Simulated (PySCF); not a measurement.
A calculated (UHF, PySCF 2.14, def2-SVP, no relativity, point nucleus) atom or ion has these occupied shells.

```
shell  electrons  orbital energy (eV)  rms radius, mean of both spins (bohr)
 1s α          1              -67.691                                  0.669
 1s β          1              -67.210                                  0.669
 2s α          1               -5.229                                   4.31
```

(1) Name the element and its charge.

## Answers

(1) Li (lithium, neutral), in [He] 2s1, 2S determinant.
